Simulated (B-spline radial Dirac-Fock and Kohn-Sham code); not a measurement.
ΔSCF core binding energies without Breit or QED terms, calculated with a radial finite-basis atomic code.

A sound run for neutral bromine, configuration [Ar] 3d10 4s2 4p5: The ground state converged in 10 iterations, with total energy -2605.02339 Ha, virial ratio 1.97482 and highest orbital energy -12.23 eV. ΔSCF binding energies: K (1s) 13511.8 eV, M5 (3d5/2) 76.56 eV. Holes are computed only in closed shells, and unreliable hole states are left out.

A second run, with one unsound setting: The ground state had not converged after 58 iterations, with total energy -2604.98716 Ha, virial ratio 1.97091 and highest orbital energy -11.72 eV. ΔSCF binding energies: K (1s) 13525.4 eV, M5 (3d5/2) 80.61 eV (not all states converged, so these are not final). Holes are computed only in closed shells, and unreliable hole states are left out.

```
iter   energy (Ha)        error
   1    -2604.53306297  1.26e+00
   2    -2604.93338103  9.83e-02
   3    -2604.93483309  9.75e-02
   4    -2604.93626175  9.67e-02
   5    -2604.93766737  9.59e-02
   6    -2604.93905032  9.51e-02
   7    -2604.94041097  9.43e-02
   8    -2604.94174967  9.35e-02
   9    -2604.94306677  9.27e-02
  17    -2604.95286653  8.68e-02
  25    -2604.96146960  8.12e-02
  33    -2604.96902134  7.60e-02
  41    -2604.97564965  7.11e-02
  49    -2604.98146703  6.65e-02
  57    -2604.98657241  6.23e-02
  58    -2604.98716497  6.18e-02
```

Q: Which fault fits the second run best?
A. nuclear radius in wrong units
B. box too small
C. damping too heavy
D. speed of light below Z

A: C. The input had damp = 0.995; ndamp = 100: damp is so close to 1 that the orbitals hardly move in each step.
